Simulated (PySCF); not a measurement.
Dissociation curve of BCl, singlet.

- UHF/LANL2DZ = unrestricted Hartree-Fock/LANL2DZ, with its core potentials past Ne (PySCF)
- RMP2/3-21G = restricted MP2 (frozen core)/3-21G (PySCF 2.14.0)
- UKS-M06-2X = PySCF with unrestricted M06-2X/cc-pVTZ
- UCCSD(T) = CCSD(T) on UHF/cc-pVTZ, 6 core orbitals frozen in PySCF 2.14.0

Energies relative to the lowest point of each curve near equilibrium, in kcal/mol:

```tsv
R / Å	UHF/LANL2DZ	RMP2/3-21G	UKS-M06-2X
1.47	42.6	38.6	25.6
1.56	19.8	17.1	8.9
1.60	13.3	11.1	4.7
1.72	2.3	1.6	0.0
1.88	0.4	0.5	4.5
1.99	3.5	3.4	11.1
2.61	40.4	37.4	58.5
2.86	52.5	52.8	75.3
3.13	59.7	68.1	90.8
3.45	63.8	83.7	102.5
4.19	66.5	108.3	115.6
4.60	66.9	115.9	119.1
```

Task: What does UCCSD(T) give at the same points?

Result: 1.47: 27.3; 1.56: 9.7; 1.60: 5.2; 1.72: 0.0; 1.88: 4.4; 1.99: 11.1; 2.61: 58.8; 2.86: 77.1; 3.13: 93.4; 3.45: 107.1; 4.19: 116.6; 4.60: 117.5 (kcal/mol).

The unrestricted determinant behind UHF/LANL2DZ, UCCSD(T) is spin-contaminated at 1.47 to 6.89 Å (<S²> up to 1.0, against 0.00 for a pure singlet). The restricted form behind RMP2/3-21G keeps the bonding electrons paired and can't separate into open-shell fragments. The unrestricted determinant behind UKS-M06-2X is spin-contaminated at 3.13 to 6.89 Å (<S²> up to 1.0, against 0.00 for a pure singlet).
